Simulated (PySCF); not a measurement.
Working out the ionisation energy of Sb

Sb [Kr] 4d10 5s2 5p3 (4S) → Sb+ [Kr] 4d10 5s2 5p2 (3P). Computed with PySCF 2.14 in x2c-TZVPPall, with scalar relativity by spin-free X2C-1e. Frozen: [Ar] 3d10. Energies in hartree (1 hartree = 27.21139 eV):

```
             part    Sb (lower)   Sb+ (upper)
              UHF  -6477.952345  -6477.637139
MP2 opposite-spin     -0.251248     -0.243391
    MP2 same-spin     -0.144654     -0.133001
```

Question: What does Hartree-Fock give?

Answer: (-6477.637139) − (-6477.952345) = 0.315206 hartree = 8.577 eV.

Question: What do MP2 and SCS-MP2 (6/5 opposite-spin, 1/3 same-spin) give?

Answer: The opposite-spin parts differ by 0.214 eV and the same-spin parts by 0.317 eV. MP2: 8.577 + (0.214) + (0.317) = 9.108 eV. SCS-MP2: 8.577 + 1.2 × (0.214) + (0.317)/3 = 8.939 eV.

Measured between the centres of the two terms (NIST): 9.124 eV, so MP2 (valence and next inner shell) is off by -0.016 eV.

What remains against the reference includes basis incompleteness, the frozen core and correlation beyond second order.
